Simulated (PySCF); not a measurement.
A structure optimised at ωB97X-D3(BJ)/def2-SVP, used in a PySCF frequency run:

```
C
O 1 1.3700
C 2 1.3495 1 108.00
C 3 1.3634 2 110.68 1 0.00
C 1 1.3700 2 108.85 3 0.00
H 3 1.0887 2 116.20 1 180.00
H 4 1.0889 3 126.69 6 0.00
H 5 1.0897 1 125.88 2 180.00
Si 1 1.8687 2 118.74 3 180.00
H 9 1.4900 1 106.95 2 180.00
H 9 1.4907 10 109.72 1 -120.40
H 9 1.4907 10 109.72 11 -119.20
```

Task: Write its SMILES, formula and point group.

Result: [SiH3]c1ccco1, C₄H₆OSi, Cs

Task: What are its rotational constants (standard atomic weights)?

Result: 8.3944, 1.9706, 1.6263 GHz
